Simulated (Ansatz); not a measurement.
Consider the silylene formation by 1,1-elimination: `C[SiH](C)[SnH3]` → `C[Si]C` + `[SnH4]`.

Gas-phase electronic energies from Ansatz, PBE0-D4/def2-TZVP geometries. CCSD(T)/CBS adds triple-zeta CCSD(T) − MP2 to the extrapolated MP2 energy (def2 sets, frozen cores). Functionals use def2-TZVPP. B3LYP here is the variant with VWN-RPA as its local correlation; programs differ in this. Elements past krypton have def2 core potentials. For Sn outer-core shells are correlated without core-valence functions, which leaves a few kJ/mol of doubt a bond.

```json
{"level": "PBE-D4", "ΔE (kJ/mol)": "260.4", "difference from CCSD(T)/CBS": "-1.0"}
{"level": "r2SCAN-D4", "ΔE (kJ/mol)": "271.7", "difference from CCSD(T)/CBS": "10.3"}
{"level": "PBE0-D4", "ΔE (kJ/mol)": "270.2", "difference from CCSD(T)/CBS": "8.8"}
{"level": "B3LYP-D4", "ΔE (kJ/mol)": "251.4", "difference from CCSD(T)/CBS": "-10.0"}
{"level": "ωB97X-V", "ΔE (kJ/mol)": "263.5", "difference from CCSD(T)/CBS": "2.1"}
{"level": "ωB97M-V", "ΔE (kJ/mol)": "248.2", "difference from CCSD(T)/CBS": "-13.2"}
{"level": "B2PLYP", "ΔE (kJ/mol)": "247.9", "difference from CCSD(T)/CBS": "-13.5"}
{"level": "PBE", "ΔE (kJ/mol)": "250.5", "difference from CCSD(T)/CBS": "-10.9"}
{"level": "r2SCAN", "ΔE (kJ/mol)": "268.7", "difference from CCSD(T)/CBS": "7.3"}
{"level": "PBE0", "ΔE (kJ/mol)": "261.1", "difference from CCSD(T)/CBS": "-0.3"}
{"level": "B3LYP", "ΔE (kJ/mol)": "235.8", "difference from CCSD(T)/CBS": "-25.6"}
{"level": "HF/def2-TZVPP", "ΔE (kJ/mol)": "233.8", "difference from CCSD(T)/CBS": "-27.6"}
{"level": "MP2/def2-TZVPP", "ΔE (kJ/mol)": "269.1", "difference from CCSD(T)/CBS": "7.7"}
{"level": "SCS-MP2/def2-TZVPP", "ΔE (kJ/mol)": "256.0", "difference from CCSD(T)/CBS": "-5.4"}
{"level": "CCSD/def2-TZVPP", "ΔE (kJ/mol)": "246.7", "difference from CCSD(T)/CBS": "-14.7"}
{"level": "CCSD(T)/def2-TZVPP", "ΔE (kJ/mol)": "249.8", "difference from CCSD(T)/CBS": "-11.6"}
{"level": "HF/def2-QZVPP", "ΔE (kJ/mol)": "233.5", "difference from CCSD(T)/CBS": "-27.9"}
{"level": "MP2/def2-QZVPP", "ΔE (kJ/mol)": "275.7", "difference from CCSD(T)/CBS": "14.3"}
{"level": "SCS-MP2/def2-QZVPP", "ΔE (kJ/mol)": "262.5", "difference from CCSD(T)/CBS": "1.1"}
{"level": "HF/CBS(def2)", "ΔE (kJ/mol)": "233.5", "difference from CCSD(T)/CBS": "-27.9"}
{"level": "MP2/CBS(def2)", "ΔE (kJ/mol)": "280.7", "difference from CCSD(T)/CBS": "19.3"}
{"level": "CCSD/CBS(def2)", "ΔE (kJ/mol)": "258.3", "difference from CCSD(T)/CBS": "-3.1"}
{"level": "CCSD(T)/CBS", "ΔE (kJ/mol)": "261.4", "difference from CCSD(T)/CBS": "0"}
```

Largest T1 diagnostic among the species: 0.013.

In def2-TZVPP, CCSD(T) changes the Hartree–Fock value by +16.0 kJ/mol (the triples alone add +3.1 kJ/mol) and MP2 by +35.3 kJ/mol. From PBE to PBE0 (25 % exact exchange), in def2-TZVPP and without D4, ΔE moves by +10.6 kJ/mol.
